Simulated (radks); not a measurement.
Task: Radial electron density D(r) = 4 pi r^2 rho(r) of an atom or ion with 23 electrons. Calculated with a radial shooting solver on a logarithmic mesh with Libxc functionals: scalar-relativistic Kohn-Sham, PBE, spin-polarised, spherical densities, finite nucleus; Fermi nuclear charge, rms radius of each element as measured or else 0.836 A^(1/3) + 0.57 fm.

```
   r/bohr * D(r) (the largest magnitude, 33, reaches the edge; | marks zero)
 0.003891 |  *
 0.005067 |    *
 0.006598 |      *
 0.008591 |          *
  0.01119 |                *
  0.01457 |                       *
  0.01897 |                               *
   0.0247 |                                       *
  0.03216 |                                              *
  0.04188 |                                                 *
  0.05453 |                                               *
    0.071 |                                         *
  0.09246 |                                      *
   0.1204 |                                         *
   0.1568 |                                                  *
   0.2041 |                                                      *
   0.2658 |                                            *
   0.3461 |                           *
   0.4507 |                  *
   0.5915 |                     *
   0.7703 |                        *
    1.003 |                  *
    1.306 |         *
    1.701 |   *
    2.214 |*
    2.883 *
    3.755 *
    4.889 *
```

What is the nuclear charge?

Result: Z = 25. The innermost maximum, from 1s, lies near gamma/Z bohr with gamma = sqrt(1 - (Z/c)^2) = 0.983, here 0.0393 bohr (found: 0.0422), and its height grows with Z. The density is that of the manganese ion Mn2+ in [Ar] 3d5; the configuration itself is not fixed sharply by these data, and Z only to about a unit. D(r) has 3 maxima, at r = 0.0422, 0.195, 0.734 bohr, and minima at 0.0932, 0.469 bohr, inside which lie 2.11, 10.62 electrons.
